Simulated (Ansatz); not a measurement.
Born–Oppenheimer molecular dynamics of ClH5OSn (8 atoms, charge 0, multiplicity 1). It starts at the highest image of a converged band, a first-order saddle point between two minima.

The calculation used Ansatz 0.2.0, RHF/def2-SVP.

```json
{
 "ensemble": "NVE (velocity Verlet)",
 "time step": "0.5 fs",
 "steps asked": "200",
 "starting velocities drawn for": "100 K",
 "seed": "8397"
}
```

First frame:

```xyz
8
Properties=species:S:1:pos:R:3
Sn -0.042 0.046 -0.142
O 0.089 -0.227 1.917
H -0.653 -0.191 2.506
H 1.544 0.334 -0.628
H -1.007 1.455 -0.151
H -0.872 -1.279 -0.778
Cl 1.491 -2.477 1.453
H 0.691 -1.206 1.967
```

**Question.** How far do the bonds stretch over the last three quarters of this one trajectory? (Pairs bonded in most of those frames.)

**Answer.** 
| bond | mean (Å) | spread (Å) | shortest | longest |
| --- | --- | --- | --- | --- |
| Sn1–O2 | 2.016 | 0.046 | 1.94 | 2.09 |
| Sn1–H4 | 1.699 | 0.023 | 1.66 | 1.73 |
| Sn1–H5 | 1.711 | 0.031 | 1.66 | 1.77 |
| Sn1–H6 | 1.697 | 0.022 | 1.66 | 1.73 |
| O2–H3 | 0.947 | 0.007 | 0.94 | 0.96 |
| Cl7–H8 | 1.314 | 0.072 | 1.21 | 1.53 |

Mean temperature of the second half: 378 K. The conserved energy stayed within 0.15 meV per atom of its start (net change 0.0083 meV per atom), so the integration is sound. The kinetic energy rose, since the run started high on the potential surface and went downhill. It ends in pieces (ClH + H4OSn), so much of that is their flight and rotation, not heat. A run of 0.1 ps of so small a system gives no equilibrium averages. The orbitals stay closed-shell, which can raise the energy where a bond breaks towards radicals; this wasn't checked here.

Time of the run: 5.9 min on 1 thread of AMD EPYC 7R43 64-Core Processor (Zen 3), on a shared host, peak memory 0.18 GiB.
